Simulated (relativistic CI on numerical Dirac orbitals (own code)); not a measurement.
# Rh II: calculation against measurement

Calculated at this level of theory: Dirac-Coulomb-Breit CI, KLI orbitals optimised for each configuration, model QED (radiative potential, 1s self-energy scaled to tabulated hydrogen-like ionisation energies), valence Slater integrals scaled by 0.85, configuration energies shifted to the measured levels that pair with them (semi-empirical) (own radial code, finite nucleus).

Configurations in the expansion (outside the closed core [Kr]): 4d8, 4d7 5s, 4d7 5p, 4d6 5s2, 4d7 6s, 4d7 5d, 4d7 6p, 4d6 5s 5p, 4d7 4f, 4d7 6d, 4d7 5f, 4d7 5g, 4d7 6f, 4d7 6g, 4d6 5s 6s, 4d6 5p2. Levels of other configurations are missing.

```
Configuration  Term (tabulated)  J  Measured (cm⁻¹)  Computed  Error  Purity (%)
          4d8              a 3F  4              0.0         0      0          98
          4d8              a 3F  3           2401.3      2207   -194          99
          4d8              a 3F  2           3580.7      3390   -191          93
          4d8              a 3P  1          10515.0     11459    944          94
          4d8              a 3P  0          10760.8     11727    966          93
          4d8              a 1G  4          14855.4     15364    508          95
       4d7 5s              a 5F  5          16884.8     16925     40          98
       4d7 5s              a 5F  4          18540.4     18500    -40          98
       4d7 5s              a 5F  3          19792.4     19689   -103          98
       4d7 5s              a 5F  2          20646.9     20510   -137          98
       4d7 5s              a 5F  1          21180.0     21025   -155          98
       4d7 5s              b 3F  4          25376.9     26137    760          94
       4d7 5s              b 3F  3          27439.4     28153    713          93
       4d7 5s              b 3F  2          28834.6     29445    611          86
       4d7 5p             z 5F°  5          57020.8     56911   -110          87
       4d7 5p             z 5D°  4          59161.5     56501  -2661          61
       4d7 5p             z 5F°  2          59698.6     59437   -262          63
       4d7 5p             z 5G°  6          59702.4     59660    -42          97
       4d7 5p             z 5F°  1          60573.2     60271   -302          78
       4d7 5p             z 5G°  4          61173.1     61282    109          69
       4d7 5p             z 5D°  2          61355.9     61022   -334          63
       4d7 5p             z 5D°  1          61881.1     61507   -374          79
       4d7 5p             z 5G°  3          61939.8     61982     42          78
       4d7 5p             z 5D°  0          62012.5     61658   -354          95
       4d7 5p             z 3G°  5          62194.4     62347    152          56
       4d7 5p             z 5G°  2          62288.3     62375     87          87
       4d7 5p             z 3F°  4          62326.1     62695    369          80
       4d7 5p             z 3F°  3          63454.9     63799    344          56
       4d7 5p             z 3G°  4          63959.5     64207    247          74
       4d7 5p             z 3F°  2          64970.4     65226    255          72
       4d7 5p             z 3G°  3          65321.2     65217   -104          74
```

Measured levels from NIST Handbook of Basic Atomic Spectroscopic Data (Sansonetti and Martin, J. Phys. Chem. Ref. Data 34, 1559 (2005)); pairs were made by configuration, J and term (by order where the table uses no LS term), so strongly mixed levels may be paired wrongly.

Mean error by configuration (cm⁻¹): 4d8 407; 4d7 5s 211; 4d7 5p -173. Over the excited levels the mean absolute error is 384 cm⁻¹ (30 of the 36 excited levels that our extract of the source holds in range could be paired, and the others can miss by more), and the median relative error of those above 1,000 cm⁻¹ is 0.54 %, both after the shifts were fitted to these levels, so that a configuration with one level shows no error. Some levels of the ground configuration have no partner.

Configurations whose levels could be paired with our table of measured levels were shifted onto them, all but the ground configuration, by the median error of their levels; single terms can still be off by 1,000 to 2,000 cm⁻¹ or more, and rates follow the energies as ν³ (E1, M1) or ν⁵ (E2). The others borrow a shift and can be off by several thousand cm⁻¹ or more. The fine structure of a lone outer electron comes out too small, for d and f at times inverted, and misplaced configurations move strength between like terms. 30 of the 36 excited levels that our extract of the measured tables holds in this range could be paired (the sources list more); they are missed by 384 cm⁻¹ on average and 2661 at most, after the shifts were fitted to these levels, and levels without a partner can miss by more. Some levels of the ground configuration have no partner and can miss by 10 % or more.

Shifts applied (cm⁻¹): 4d8 0; 4d7 5s -555; 4d7 5p 1528.
